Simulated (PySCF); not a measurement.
Isomers of C5H11FS2Si, mass 182.006 u with the commonest isotopes. Level of theory: PBE0/pcSseg-1 in PySCF (dipole) on a GFN2-xTB geometry, gas phase. One conformer each, none proved a minimum here; rigid rotors.

Question: Order these by rotational constant C, largest first.
A. `[CH3:1][S:2][C@@:3]([CH3:4])([SiH3:5])[C:6](=[S:7])[CH2:8][F:9]` with C1–S2–C3–C4 59°, S2–C3–C6–S7 129°, C3–C6–C8–F9 -42°
B. `[CH3:1][CH2:2][C@@H:3]1[SiH2:4][S:5][CH2:6][S:7][C@H:8]1[F:9]` with C1–C2–C3–Si4 -74°, C2–C3–Si4–S5 -65°, C3–Si4–S5–C6 -52°, Si4–S5–C6–S7 65°, S5–C6–S7–C8 -71°
C. `[CH3:1][C@H:2]([CH2:3][F:4])[SiH:5]1[S:6][CH2:7][CH2:8][S:9]1` with C1–C2–C3–F4 -68°, C1–C2–Si5–S6 -61°, C2–Si5–S6–C7 -116°, Si5–S6–C7–C8 -34°, S6–C7–C8–S9 60°, C7–C8–S9–Si5 -49°

Answer: A (778.5 MHz), B (740.0 MHz), C (538.8 MHz).

Question: Order these by rotational constant A, smallest first.
A. `[CH3:1][C@H:2]([CH2:3][F:4])[SiH:5]1[S:6][CH2:7][CH2:8][S:9]1` with C1–C2–C3–F4 -68°, C1–C2–Si5–S6 -61°, C2–Si5–S6–C7 -116°, Si5–S6–C7–C8 -34°, S6–C7–C8–S9 60°, C7–C8–S9–Si5 -49°
B. `[CH3:1][S:2][C@@:3]([CH3:4])([SiH3:5])[C:6](=[S:7])[CH2:8][F:9]` with C1–S2–C3–C4 59°, S2–C3–C6–S7 129°, C3–C6–C8–F9 -42°
C. `[CH3:1][CH2:2][C@@H:3]1[SiH2:4][S:5][CH2:6][S:7][C@H:8]1[F:9]` with C1–C2–C3–Si4 -74°, C2–C3–Si4–S5 -65°, C3–Si4–S5–C6 -52°, Si4–S5–C6–S7 65°, S5–C6–S7–C8 -71°

Answer: B (997.9 MHz), C (1151 MHz), A (1632 MHz).

Question: Order these by out-of-plane moment Σ m c² = (Ia + Ib − Ic)/2, largest first.
A. `[CH3:1][C@H:2]([CH2:3][F:4])[SiH:5]1[S:6][CH2:7][CH2:8][S:9]1` with C1–C2–C3–F4 -68°, C1–C2–Si5–S6 -61°, C2–Si5–S6–C7 -116°, Si5–S6–C7–C8 -34°, S6–C7–C8–S9 60°, C7–C8–S9–Si5 -49°
B. `[CH3:1][S:2][C@@:3]([CH3:4])([SiH3:5])[C:6](=[S:7])[CH2:8][F:9]` with C1–S2–C3–C4 59°, S2–C3–C6–S7 129°, C3–C6–C8–F9 -42°
C. `[CH3:1][CH2:2][C@@H:3]1[SiH2:4][S:5][CH2:6][S:7][C@H:8]1[F:9]` with C1–C2–C3–Si4 -74°, C2–C3–Si4–S5 -65°, C3–Si4–S5–C6 -52°, Si4–S5–C6–S7 65°, S5–C6–S7–C8 -71°

Answer: B (197.94 u·Å²), C (150.69 u·Å²), A (47.18 u·Å²).

| SMILES | point group | Ia (u·Å²) | Ib (u·Å²) | Ic (u·Å²) | κ | μa (D) | μb (D) | μc (D) |
| --- | --- | --- | --- | --- | --- | --- | --- | --- |
| CS[C@@](C)([SiH3])C(=S)CF | C1 | 506.45 | 538.61 | 649.19 | 0.46 | 0.46 | 1.19 | 0.24 |
| C[C@H](CF)[SiH]1SCCS1 | C1 | 309.75 | 722.66 | 938.04 | -0.71 | 0.86 | 0.23 | 1.80 |
| CC[C@@H]1[SiH2]SCS[C@H]1F | C1 | 439.14 | 545.22 | 682.97 | -0.09 | 1.68 | 0.74 | 0.42 |
